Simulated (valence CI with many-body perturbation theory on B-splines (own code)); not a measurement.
**Ag XXXIV: electric-dipole lines**

Calculated by valence CI with perturbative core correlation (CI+MBPT): four valence electrons over a frozen Dirac-Fock core [Ne], radial functions for each j: 11 s, 11 p, 9 d, 7 f, 5 g, 2 h, 1 i, with the one-electron correlation potential Σ1, the two-electron term Σ2, the three-electron term Σ3, Breit, model QED; selected CI, second order for the rest (own B-spline code, finite nucleus).

No measured spectrum was set against this ion. As an estimate, large intervals hold to a few tenths of a per cent, small ones and those within an open d or f shell to about a per cent.

Lines 51 to 100 of 235 in falling wavelength, among levels below 2694200 cm⁻¹, chosen from the strongest by gf and those to the six lowest levels. Wavelengths and rates use the calculated energies. Electric multipoles are in the length gauge, E1 and E2 with the static RPA response of the core. Weak lines are less certain than strong ones. Lines between different terms over intervals too small for the method are left out, as are lines whose strength nearly cancels. Where a level lies close to another of its J and parity, the split of strength between their lines is uncertain. The highest levels of a list are the least certain.

Levels are named by their leading jj configuration (3d3/2^4 stands for four electrons in 3d with j = 3/2), which in mixed levels can hold well under half, so a name can repeat and another be missing. Letters in brackets count levels of one name in rising energy.

```
λ vac (nm)                           Upper                       Lower   A (s⁻¹)  S (a.u.) with core polarisation  S without
     11.14  (3s 3p1/2 3p3/2 3d5/2) J=3 [e]      (3s^2 3p3/2 3d5/2) J=4  1.80e+09                         8.59e-03   8.79e-03
     11.03          (3s 3p3/2^2 3d5/2) J=4      (3s^2 3p3/2 3d5/2) J=4  2.47e+09                         1.47e-02   1.51e-02
     10.94          (3s 3p3/2^2 3d3/2) J=3      (3s^2 3p3/2 3d3/2) J=2  2.29e+09                         1.03e-02   1.06e-02
     10.84      (3s 3p1/2 3p3/2^2) J=2 [a]      (3s^2 3p1/2 3p3/2) J=1  4.52e+09                         1.42e-02   1.46e-02
     10.71          (3s 3p3/2^2 3d3/2) J=2      (3s^2 3p3/2 3d3/2) J=2  3.12e+09                         9.45e-03   9.68e-03
     10.69          (3s^2 3p1/2 3d3/2) J=2      (3s^2 3p1/2 3p3/2) J=2  1.43e+08                         4.31e-04   4.45e-04
     10.63  (3s 3p1/2 3p3/2 3d3/2) J=2 [b]      (3s 3p1/2 3p3/2^2) J=3  9.40e+09                         2.78e-02   2.85e-02
     10.51          (3s 3p1/2 3p3/2^2) J=3      (3s^2 3p1/2 3p3/2) J=2  1.94e+09                         7.80e-03   8.00e-03
     10.33  (3s 3p1/2 3p3/2 3d3/2) J=1 [c]      (3s^2 3p1/2 3d3/2) J=1  4.82e+09                         7.87e-03   8.06e-03
     10.27          (3s 3p3/2^2 3d5/2) J=5      (3s^2 3p3/2 3d5/2) J=4  3.46e+10                         2.03e-01   2.08e-01
     10.23          (3s^2 3p1/2 3d3/2) J=2      (3s^2 3p1/2 3p3/2) J=1  2.52e+05                         6.66e-07   7.02e-07
     10.22      (3s^2 3p3/2 3d5/2) J=2 [a]          (3s^2 3p3/2^2) J=2  5.60e+09                         1.48e-02   1.52e-02
     10.14          (3s^2 3p3/2 3d3/2) J=1          (3s^2 3p3/2^2) J=0  1.65e+09                         2.54e-03   2.61e-03
     10.07  (3s 3p1/2 3p3/2 3d3/2) J=3 [b]  (3s 3p1/2 3p3/2^2) J=2 [b]  3.50e+09                         1.23e-02   1.26e-02
     10.03          (3s 3p1/2^2 3d3/2) J=1      (3s 3p1/2^2 3p3/2) J=2  1.11e+09                         1.66e-03   1.70e-03
     9.919  (3s 3p1/2 3p3/2 3d5/2) J=4 [c]      (3s^2 3p1/2 3d5/2) J=3  2.57e+09                         1.12e-02   1.14e-02
     9.897  (3s 3p1/2 3p3/2 3d5/2) J=3 [d]      (3s^2 3p1/2 3d5/2) J=2  2.04e+10                         6.84e-02   7.00e-02
     9.853          (3s 3p1/2^2 3d3/2) J=2      (3s 3p1/2^2 3p3/2) J=2  2.14e+09                         5.06e-03   5.16e-03
     9.770          (3s 3p3/2^2 3d3/2) J=3  (3s^2 3p3/2 3d5/2) J=2 [a]  5.38e+09                         1.73e-02   1.77e-02
     9.641  (3s 3p1/2 3p3/2 3d3/2) J=1 [d]      (3s^2 3p1/2 3d3/2) J=1  1.33e+10                         1.76e-02   1.80e-02
     9.641  (3s 3p1/2 3p3/2 3d5/2) J=3 [c]      (3s^2 3p1/2 3d5/2) J=3  4.67e+09                         1.44e-02   1.48e-02
     9.576  (3s 3p1/2 3p3/2 3d3/2) J=2 [e]  (3s 3p1/2 3p3/2^2) J=1 [b]  1.40e+10                         3.03e-02   3.09e-02
     9.515          (3s 3p3/2^2 3d5/2) J=0  (3s 3p1/2 3p3/2^2) J=1 [b]  1.94e+10                         8.26e-03   8.44e-03
     9.429  (3s 3p1/2 3p3/2 3d5/2) J=4 [d]      (3s^2 3p1/2 3d5/2) J=3  7.67e+10                         2.85e-01   2.92e-01
     9.388  (3s 3p1/2 3p3/2 3d5/2) J=1 [b]      (3s^2 3p1/2 3d3/2) J=1  7.24e+09                         8.87e-03   9.06e-03
     9.361      (3s 3p1/2 3p3/2^2) J=1 [a]      (3s^2 3p1/2 3p3/2) J=2  1.78e+08                         2.16e-04   2.21e-04
     9.318  (3s 3p1/2 3p3/2 3d3/2) J=2 [c]      (3s^2 3p1/2 3d3/2) J=2  5.06e+10                         1.01e-01   1.03e-01
     9.300  (3s 3p1/2 3p3/2 3d5/2) J=2 [c]      (3s^2 3p1/2 3d5/2) J=2  4.59e+09                         9.12e-03   9.32e-03
     9.287  (3s 3p1/2 3p3/2 3d5/2) J=1 [c]      (3s^2 3p1/2 3d5/2) J=2  2.14e+10                         2.54e-02   2.59e-02
     9.287  (3s 3p1/2 3p3/2 3d3/2) J=1 [d]  (3s 3p1/2 3p3/2^2) J=2 [b]  7.85e+09                         9.31e-03   9.53e-03
     9.243          (3s^2 3p3/2 3d3/2) J=1          (3s^2 3p3/2^2) J=2  7.16e+09                         8.37e-03   8.57e-03
     9.235  (3s 3p1/2 3p3/2 3d3/2) J=2 [d]      (3s 3p1/2 3p3/2^2) J=3  5.12e+09                         9.94e-03   1.01e-02
     9.225          (3s 3p1/2^2 3p3/2) J=1          (3s^2 3p1/2^2) J=0  3.50e+10                         4.07e-02   4.16e-02
     9.197          (3s^2 3p3/2 3d3/2) J=2          (3s^2 3p3/2^2) J=2  2.52e+09                         4.84e-03   4.96e-03
     9.185  (3s 3p1/2 3p3/2 3d3/2) J=0 [a]      (3s 3p1/2^2 3p3/2) J=1  2.03e+10                         7.76e-03   7.94e-03
     9.175          (3s 3p1/2 3p3/2^2) J=0      (3s^2 3p1/2 3p3/2) J=1  3.82e+10                         1.46e-02   1.49e-02
     9.170  (3s 3p1/2 3p3/2 3d5/2) J=3 [e]      (3s^2 3p1/2 3d5/2) J=2  8.73e+10                         2.33e-01   2.38e-01
     9.143  (3s 3p1/2 3p3/2 3d5/2) J=3 [d]  (3s 3p1/2 3p3/2^2) J=2 [b]  8.38e+10                         2.21e-01   2.26e-01
     9.134      (3s 3p1/2 3p3/2^2) J=2 [b]      (3s^2 3p1/2 3p3/2) J=2  2.09e+10                         3.93e-02   4.02e-02
     9.124          (3s^2 3p3/2 3d3/2) J=3          (3s^2 3p3/2^2) J=2  1.00e+10                         2.63e-02   2.69e-02
     9.088  (3s 3p1/2 3p3/2 3d3/2) J=2 [a]      (3s 3p1/2^2 3p3/2) J=1  1.26e+10                         2.34e-02   2.39e-02
     9.072  (3s 3p1/2 3p3/2 3d3/2) J=2 [e]      (3s^2 3p1/2 3d3/2) J=1  5.36e+10                         9.88e-02   1.01e-01
     9.064  (3s 3p1/2 3p3/2 3d3/2) J=1 [d]  (3s 3p1/2 3p3/2^2) J=1 [a]  1.06e+10                         1.16e-02   1.19e-02
     9.062  (3s 3p1/2 3p3/2 3d5/2) J=3 [b]      (3s 3p1/2 3p3/2^2) J=3  2.87e+10                         7.38e-02   7.54e-02
     9.052  (3s 3p1/2 3p3/2 3d5/2) J=1 [b]  (3s 3p1/2 3p3/2^2) J=2 [b]  1.68e+10                         1.85e-02   1.89e-02
     9.033      (3s^2 3p3/2 3d5/2) J=1 [a]          (3s^2 3p3/2^2) J=0  7.42e+08                         8.10e-04   8.20e-04
     9.030  (3s 3p1/2 3p3/2 3d5/2) J=2 [e]  (3s 3p1/2 3p3/2^2) J=1 [b]  4.39e+10                         7.98e-02   8.15e-02
     9.017          (3s 3p3/2^2 3d5/2) J=0      (3s^2 3p1/2 3d3/2) J=1  6.08e+10                         2.20e-02   2.25e-02
     9.017  (3s 3p1/2 3p3/2 3d5/2) J=2 [a]  (3s 3p1/2 3p3/2^2) J=2 [a]  2.91e+10                         5.26e-02   5.37e-02
     9.013  (3s 3p1/2 3p3/2 3d5/2) J=3 [a]  (3s 3p1/2 3p3/2^2) J=2 [a]  1.83e+10                         4.62e-02   4.72e-02
```
